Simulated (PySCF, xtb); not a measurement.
CrO₃, SMILES [O]=[Cr](=[O])=[O], multiplicity 1.

GFN2-xTB in xtb at its own geometry gives an orbital gap of 0.39 eV and a dipole moment of 5.43 D.

Geometry: PBE0-D3(BJ)/def2-SVP. The spin state was assumed, not searched. The isomer is the one that the SMILES or the coordinates give; other isomers of the formula were not compared.

Q: What does HF/def2-TZVPD (PySCF) give? (Estimate from the structure and the level; the computed values follow.)

A: gap 12.05 eV (levels -13.52 and -1.48 eV), dipole 3.45 D.
